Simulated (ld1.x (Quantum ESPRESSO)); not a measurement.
**What one change does to a pseudopotential (Al, TM)**

| Quantity | Value |
| --- | --- |
| Element | Al |
| Generator | ld1.x (Quantum ESPRESSO) 7.5 |
| Type | norm-conserving Troullier–Martins (Kleinman–Bylander form) |
| Functional | PBE |
| Relativity | scalar-relativistic |
| Frozen core | [Ne] |
| Valence charge | 3 |
| Reference configuration | 3s2 3p0 (charge +1) |
| Partial waves | 3s (bound): rc 1.75 bohr; 3p (bound, empty): rc 2.05 bohr; 3d channel at 0.15 Ry: rc 2.05 bohr |
| Local potential | all-electron potential smoothed inside 1.30 bohr (lloc = -1) |
| Core correction | Bessel-smoothed model core, default radius (core density twice the valence density) |

Change: all radii but the core radius scaled by about 1.22 (s 2.12, p 2.50, d 2.50 bohr); local potential all-electron potential smoothed inside 1.58 bohr (lloc = -1).

Cutoffs: the cutoffs (Ry, on a coarse ladder) from which the occupation-weighted sum of valence levels, in a spherical-Bessel basis at the reference potential, stays within 10 and 1 mRy of its value at 400 Ry; they do not see the model core or the augmentation charge, which bear on the density cutoff. Errors are all-electron minus pseudo energies relative to the spin-unpolarised reference configuration.

Q: How do hardness, ghosts and transferability respond?

A: The potential gets softer (10 Ry and 30 Ry → 10 Ry and 25 Ry); of the 7 tests that both files solve, the error grows in 3 and shrinks in 1 by more than 15 % and 0.3 meV (median size 3.5 → 4.2 meV); neither file shows a bound ghost. A larger radius leaves more room for a smooth pseudo-wave, so fewer plane waves are needed.

| quantity | base | changed |
| --- | --- | --- |
| cutoff, loose | 10 Ry | 10 Ry |
| cutoff, tight | 30 Ry | 25 Ry |
| bound ghosts | none | none |
| error for 3s2 3p1, meV [ΔE -5.76 eV] | +3.5 | +3.3 |
| error for 3s1 3p0, meV [ΔE 19.23 eV] | +10 | +7.5 |
| error for 3s2 3p0.5, meV [ΔE -3.68 eV] | +1.3 | +1.3 |
| error for 3s1 3p2, meV [ΔE -0.62 eV] | -1.9 | -4.4 |
| error for 3s2 3p1.3, meV [ΔE -6.34 eV] | +4.6 | +4.2 |
| error for 3s0 3p3, meV [ΔE 4.69 eV] | -9.4 | -18 |
| error for 3s1 3p1, meV [ΔE 5.81 eV] | -1.4 | -3.6 |
